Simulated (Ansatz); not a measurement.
Isolated molecules relaxed with PBE0-D4/def2-TZVP in Ansatz; ΔE leaves out vibrations. CCSD(T)/CBS is the MP2 limit (def2-TZVPP, def2-QZVPP) plus CCSD(T) − MP2 in def2-TZVPP, frozen cores. This one scheme is used for every species. Functionals use def2-TZVPP. For Se outer-core shells are correlated without core-valence functions, which leaves a few kJ/mol of doubt a bond. Scalar relativity is left out up to krypton. One conformer a species, not always the lowest.

Consider the cleavage of the P–Si bond: `F[SiH2]P` + `C[SeH]` → `C[Se]P` + `F[SiH3]`.

`F[SiH2]P`:

Cartesian coordinates in Å:
```
F -2.014 0.318 0.541
Si -0.709 0.046 -0.349
P 0.957 -0.599 1.010
H -1.009 -1.063 -1.288
H -0.431 1.294 -1.102
H 1.371 0.730 1.292
H 1.834 -0.726 -0.104
```

`C[SeH]`:

Cartesian coordinates in Å:
```
C -0.033 -0.226 -0.496
Se -0.582 0.074 1.350
H -0.099 0.695 -1.069
H -0.734 -0.954 -0.902
H 0.973 -0.636 -0.534
H 0.475 1.048 1.651
```

`C[Se]P`:

Z-matrix (Å, degrees):
```
C
Se 1 1.952
H 1 1.088 2 110.3
H 1 1.088 2 110.4 3 122.7
H 1 1.090 2 106.0 3 -118.6
P 2 2.253 1 96.8 3 -60.6
H 6 1.419 2 97.7 1 133.4
H 6 1.419 2 97.8 1 -132.2
```

`F[SiH3]`:

```xyz
5

F    -1.128    0.787   -0.735
Si    0.029   -0.020    0.019
H    -0.387   -0.227    1.426
H     1.274    0.781   -0.043
H     0.212   -1.321   -0.667
```

```csv
level,ΔE (kJ/mol)
r2SCAN,1.7
CCSD(T)/def2-SVP,3.2
MP2/def2-TZVPP,-5.9
MP2/def2-QZVPP,-7.5
```

**Question.** What does CCSD(T)/CBS give? (Estimate.)

**Answer.** Ansatz gave: -2.7 kJ/mol. The listed levels differ from it by 4.4, 5.9, -3.2, -4.8 kJ/mol.

Largest T1 diagnostic among the species: 0.013.

At CCSD(T), def2-SVP lies +5.8 kJ/mol from the extrapolated value and def2-TZVPP +2.5 kJ/mol. Leaving LDA and LC-ωPBE aside and taking each functional with its dispersion term where it has one, the values, not all of them listed here, spread over 12.7 kJ/mol, from BHLYP-D4 to B97M-V. LDA lies +4.2 kJ/mol from PBE without D4.
